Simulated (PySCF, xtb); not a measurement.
C₃H₁₂OSi₂, SMILES C[SiH](C)C[SiH2]O.

Geometry: B3LYP-D3(BJ)/def2-SVP. The structure was generated by enumeration, and PubChem lists no compound with its InChIKey, so it may never have been made. One conformer was computed; it need not be the lowest.

Calculation: C-PCM-PBE0/def2-SVP (PySCF).

The values are the electrostatic part of the solvation free energy, E(continuum) − E(gas) at the gas-phase geometry, in a cavity of scaled van der Waals radii (PySCF's table); cavitation and dispersion terms are not included. In vacuum the orbital gap is 8.84 eV. The dipole moment in vacuum is 2.38 D.

Problem. Estimate the values in water (ε = 78.36), dichloromethane (ε = 8.93), chlorobenzene (ε = 5.70). (An estimate is asked for; the answer gives what the named calculation found.)

Solution. 
```
solvent              ε  ΔG(elec) (kcal/mol)  dipole (D)  gap (eV)
---------------  -----  -------------------  ----------  --------
water            78.36                 -5.0        3.11      8.91
dichloromethane   8.93                 -4.4        3.01      8.90
chlorobenzene     5.70                 -4.1        2.96      8.90
```

For comparison, GFN2-xTB/ALPB(water) (xtb, at the GFN2-xTB geometry, all terms of that model) gives -4.0 kcal/mol.
